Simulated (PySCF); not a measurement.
# `CN[SiH2]C(=O)[SiH2]C[SiH3]`: 4 charge schemes on one density

Species: C3H13NOSi3.
Cartesian coordinates in Å at the GFN2-xTB level; atoms count from 1:
```xyz
21
C3H13NOSi3 angstrom
C     -4.2131    0.0125   -0.6776
N     -2.9162   -0.5132   -0.3364
Si    -1.6020    0.3776    0.2814
C     -0.3166   -0.9886    0.7109
O     -0.6608   -2.1574    0.6527
Si     1.4913   -0.5532    1.2014
C      2.3057    0.1454   -0.3630
Si     4.1137    0.6885   -0.1591
H     -4.6178   -0.5041   -1.5508
H     -4.1134    1.0694   -0.9143
H     -4.9301   -0.0872    0.1445
H     -2.9243   -1.5099   -0.1713
H     -1.8349    1.1568    1.5079
H     -1.0776    1.2761   -0.7529
H      1.4208    0.4668    2.2532
H      2.1583   -1.7625    1.6805
H      1.7186    0.9983   -0.7054
H      2.2471   -0.5988   -1.1584
H      4.9450   -0.4583    0.2092
H      4.1984    1.7131    0.8823
H      4.5991    1.2456   -1.4259
```

Density: PBE0/pcSseg-1 (PySCF); schemes: Mulliken, IAO, Hirshfeld and ESP-fitted. Isolated species at its GFN2-xTB geometry (one conformer only).

What partial charge does each atom carry?

In e:

```json
{"atom": "C1", "environment": "N-methyl carbon", "Mulliken": "-0.077", "IAO": "-0.293", "Hirshfeld": "-0.065", "ESP-fitted": "-0.153"}
{"atom": "N2", "environment": "silicon-bound nitrogen", "Mulliken": "-0.690", "IAO": "-0.676", "Hirshfeld": "-0.246", "ESP-fitted": "-0.575"}
{"atom": "Si3", "environment": "SiH2 silicon", "Mulliken": "+0.742", "IAO": "+0.828", "Hirshfeld": "+0.344", "ESP-fitted": "+0.483"}
{"atom": "C4", "environment": "carbonyl carbon", "Mulliken": "-0.225", "IAO": "-0.105", "Hirshfeld": "-0.001", "ESP-fitted": "+0.146"}
{"atom": "O5", "environment": "carbonyl oxygen", "Mulliken": "-0.347", "IAO": "-0.366", "Hirshfeld": "-0.202", "ESP-fitted": "-0.403"}
{"atom": "Si6", "environment": "SiH2 silicon", "Mulliken": "+0.651", "IAO": "+0.700", "Hirshfeld": "+0.326", "ESP-fitted": "+0.517"}
{"atom": "C7", "environment": "sp3 carbon bound to silicon", "Mulliken": "-0.877", "IAO": "-0.821", "Hirshfeld": "-0.242", "ESP-fitted": "-0.498"}
{"atom": "Si8", "environment": "SiH3 silicon", "Mulliken": "+0.495", "IAO": "+0.610", "Hirshfeld": "+0.317", "ESP-fitted": "+0.440"}
{"atom": "H9", "environment": "methyl hydrogen", "Mulliken": "+0.114", "IAO": "+0.142", "Hirshfeld": "+0.043", "ESP-fitted": "+0.078"}
{"atom": "H10", "environment": "methyl hydrogen", "Mulliken": "+0.105", "IAO": "+0.139", "Hirshfeld": "+0.045", "ESP-fitted": "+0.119"}
{"atom": "H11", "environment": "methyl hydrogen", "Mulliken": "+0.106", "IAO": "+0.127", "Hirshfeld": "+0.035", "ESP-fitted": "+0.083"}
{"atom": "H12", "environment": "N–H hydrogen", "Mulliken": "+0.206", "IAO": "+0.267", "Hirshfeld": "+0.107", "ESP-fitted": "+0.334"}
{"atom": "H13", "environment": "Si–H hydrogen", "Mulliken": "-0.108", "IAO": "-0.156", "Hirshfeld": "-0.088", "ESP-fitted": "-0.124"}
{"atom": "H14", "environment": "Si–H hydrogen", "Mulliken": "-0.111", "IAO": "-0.148", "Hirshfeld": "-0.085", "ESP-fitted": "-0.125"}
{"atom": "H15", "environment": "Si–H hydrogen", "Mulliken": "-0.065", "IAO": "-0.121", "Hirshfeld": "-0.075", "ESP-fitted": "-0.146"}
{"atom": "H16", "environment": "Si–H hydrogen", "Mulliken": "-0.051", "IAO": "-0.105", "Hirshfeld": "-0.070", "ESP-fitted": "-0.112"}
{"atom": "H17", "environment": "methylene hydrogen", "Mulliken": "+0.180", "IAO": "+0.165", "Hirshfeld": "+0.043", "ESP-fitted": "+0.121"}
{"atom": "H18", "environment": "methylene hydrogen", "Mulliken": "+0.180", "IAO": "+0.168", "Hirshfeld": "+0.047", "ESP-fitted": "+0.145"}
{"atom": "H19", "environment": "Si–H hydrogen", "Mulliken": "-0.073", "IAO": "-0.119", "Hirshfeld": "-0.076", "ESP-fitted": "-0.110"}
{"atom": "H20", "environment": "Si–H hydrogen", "Mulliken": "-0.077", "IAO": "-0.121", "Hirshfeld": "-0.078", "ESP-fitted": "-0.109"}
{"atom": "H21", "environment": "Si–H hydrogen", "Mulliken": "-0.078", "IAO": "-0.116", "Hirshfeld": "-0.078", "ESP-fitted": "-0.112"}
```

Mean size of the charges over all atoms: IAO 0.300 e, Mulliken 0.265 e, ESP-fitted 0.235 e, Hirshfeld 0.124 e. Each set sums to the total charge, 0, to within 0.001 e. The ESP scheme is a least-squares fit of atom-centred charges to the potential on four shells outside the van der Waals surface, with the total charge fixed. The Hirshfeld scheme divides the density at each point in proportion to the densities of the neutral, spherically averaged free atoms.

Lowest charge. The schemes don't all agree: Mulliken C7 (-0.877); IAO C7 (-0.821); Hirshfeld N2 (-0.246); ESP-fitted N2 (-0.575).

Highest charge. The schemes don't all agree: Mulliken Si3 (+0.742); IAO Si3 (+0.828); Hirshfeld Si3 (+0.344); ESP-fitted Si6 (+0.517).

How many electrons does the IAO scheme count on C7?

Z − q = 6 − (-0.821) = 6.821.

How closely do the schemes follow one another over all atoms?

Correlation coefficient and root-mean-square difference: Mulliken with IAO 0.98, 0.072 e; IAO with Hirshfeld 0.97, 0.236 e; Hirshfeld with ESP-fitted 0.97, 0.139 e; IAO with ESP-fitted 0.96, 0.137 e; Mulliken with Hirshfeld 0.94, 0.221 e; Mulliken with ESP-fitted 0.93, 0.143 e.

Sum the charges by element, for elements with more than one atom.

```csv
element,atoms,Mulliken,IAO,Hirshfeld,ESP-fitted
C,3,-1.179,-1.220,-0.309,-0.504
Si,3,+1.887,+2.139,+0.986,+1.440
H,13,+0.329,+0.123,-0.229,+0.043
```

The run behind these numbers computed NMR shieldings as well. Time: 2.4 min wall, 2.0 min CPU; peak memory 1.0 GiB. Hardware: one thread, AMD EPYC (x86_64), on a shared host.
